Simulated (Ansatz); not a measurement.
A run of Ansatz (development build ahead of 0.2.0) on singlet Li₆ at this shape:

```json
{"atom": "Li", "x (Å)": "2.3400", "y (Å)": "0.0000", "z (Å)": "0.0000"}
{"atom": "Li", "x (Å)": "1.1700", "y (Å)": "2.0265", "z (Å)": "0.0000"}
{"atom": "Li", "x (Å)": "-1.1700", "y (Å)": "2.0265", "z (Å)": "0.0000"}
{"atom": "Li", "x (Å)": "-2.3400", "y (Å)": "0.0000", "z (Å)": "0.0000"}
{"atom": "Li", "x (Å)": "-1.1700", "y (Å)": "-2.0265", "z (Å)": "0.0000"}
{"atom": "Li", "x (Å)": "1.1700", "y (Å)": "-2.0265", "z (Å)": "0.0000"}
```

Its results:

| Property | Result |
| --- | --- |
| Converged | yes |
| Reference energy | -44.48432 hartree |
| Correlation energy | -0.09886 hartree |
| Total energy | -44.58317 hartree |

Forces (eV/Å):
```json
{"atom": "Li1", "Fx": "1.074", "Fy": "0.000", "Fz": "0.000"}
{"atom": "Li2", "Fx": "0.537", "Fy": "0.930", "Fz": "0.000"}
{"atom": "Li3", "Fx": "-0.537", "Fy": "0.930", "Fz": "0.000"}
{"atom": "Li4", "Fx": "-1.074", "Fy": "0.000", "Fz": "0.000"}
{"atom": "Li5", "Fx": "-0.537", "Fy": "-0.930", "Fz": "0.000"}
{"atom": "Li6", "Fx": "0.537", "Fy": "-0.930", "Fz": "0.000"}
```

Problem. Which input gives this output? Name the method, the orbitals and the basis set, and write the input.

Solution. RHF-MP2 in def2-SVP. An unrestricted run that stays on the closed shell gives the same numbers.

```yaml
crystal:
  periodic: [false, false, false]
  atoms:
    - { symbol: Li, position_ang: [2.34, 0.0, 0.0] }
    - { symbol: Li, position_ang: [1.17, 2.0265, 0.0] }
    - { symbol: Li, position_ang: [-1.17, 2.0265, 0.0] }
    - { symbol: Li, position_ang: [-2.34, 0.0, 0.0] }
    - { symbol: Li, position_ang: [-1.17, -2.0265, 0.0] }
    - { symbol: Li, position_ang: [1.17, -2.0265, 0.0] }
basis:
  gaussian: { orbitals: def2-SVP }
hamiltonian:
  xc: hf
correlation:
  method: mp2
  frozen_orbitals: { Li: 0 }
output:
  forces: true
```

Caution: no unrestricted run beside it, a lower state can exist.
